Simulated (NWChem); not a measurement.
C$_{4}$H$_{6}$Si; SMILES [SiH3]C#CC=C

```xyz
11

C      0.5292    -3.0156    -0.0404
C     -0.4589    -2.1119     0.0432
C     -0.2657    -0.7039     0.0270
C     -0.1289     0.5113     0.0155
Si     0.0872     2.3269    -0.0030
H      1.5751    -2.7113    -0.1287
H      0.3092    -4.0854    -0.0218
H     -1.4978    -2.4529     0.1310
H      0.7361     2.7474    -1.2802
H      0.9489     2.7468     1.1418
H     -1.2422     2.9956     0.1139
```
Atoms are numbered in this order, from 1.

All runs: NWChem. All runs use the structure optimised with PBE0/def2-SVP. Level: PBE0/def2-SVP with SMD (1 M gas to 1 M solution), gas-phase geometry. Reactions with the solvent are ignored.

For solvent toluene:

| Quantity | Result |
|---|---|
| solvation free energy (kcal/mol) | -2.4 |
| cavity-dispersion-structure term (kcal/mol) | -0.7 |
| dipole in solution (D) | 1.35 |

Question: How do the values read with solvent water instead?

Answer: 
- solvation free energy (kcal/mol) = 2.0
- cavity-dispersion-structure term (kcal/mol) = 5.2
- dipole in solution (D) = 1.60
